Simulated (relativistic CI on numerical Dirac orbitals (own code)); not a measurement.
**Hyperfine structure of Hf LV, mass number 177**

Calculated at this level of theory: Dirac-Coulomb-Breit CI, KLI orbitals optimised for each configuration, model QED, unscaled Slater integrals (own radial code, finite nucleus).

CI space (outside the closed core [Ne]): 3s²3p⁶, 3s²3p⁵3d, 3s3p⁶3d, 3s²3p⁵4s, 3s²3p⁵4p, 3s²3p⁵4d, 3s3p⁶4s, 3p⁶3d4p, 3p⁶3d², 3p⁵3d³, 3p⁵3d²4s, 3p⁵3d²4p, 3p⁵3d²4d, 3p⁶3d4s, 3p⁵3d4s², 3p⁵3d4s4p, 3p⁵3d4s4d. Double excitations out of closed p, d and f shells are left out; levels of such configurations are missing from the list, as are those of other unlisted configurations, and high levels can miss mixing partners.

Nuclear spin I = 7/2, μ = 0.791 μN, Q = 3.37 b (tables of Stone and Pyykkö). The electronic factors are computed for point nuclear moments, without core polarisation or the Bohr-Weisskopf and QED corrections.

| Level | E (eV) | A (GHz) | B (GHz) |
| --- | --- | --- | --- |
| 3s²3p⁵3d ³P°1 | 239.553 | 29.4 | 368 |
| 3s²3p⁵3d ³F°3 | 243.951 | 32.58 | -1060 |
| 3s²3p⁵3d ³D°2 | 247.987 | 32.61 | -60.1 |
| 3s²3p⁵3d ³F°4 | 305.650 | 21.58 | -998 |
| 3s²3p⁵3d ³D°3 | 322.068 | 18.87 | 462 |
| 3s²3p⁵3d ¹P°1 | 350.693 | -13.59 | 17.5 |
| 3s²3p⁵3d ³F°2 | 542.359 | 108.9 | 284 |
| 3s3p⁶3d ³D1 | 753.584 | -257.8 | 114 |

Levels with J = 0, under 50 % of one LS term, or S terms without an open s electron are left out. Small factors come from cancelling terms and can be off by tens of per cent or more.

At this charge energies of transitions that change n are usually good to better than 1 %, and those within a shell (Δn = 0) to a few per cent.

Problem. Give the hyperfine levels of 3s²3p⁵3d ³F°2 relative to its centre of gravity.

Solution. With K = F(F + 1) − I(I + 1) − J(J + 1), E = AK/2 + B[¾K(K + 1) − I(I + 1)J(J + 1)]/[2I(2I − 1)J(2J − 1)]: F = 3/2: -827.6, F = 5/2: -682.2, F = 7/2: -407.7, F = 9/2: 66.93, F = 11/2: 833 GHz.

LS names give the leading component of a level, which can be under half, so a name can repeat, a term be missing and a line seem to break the LS rules.
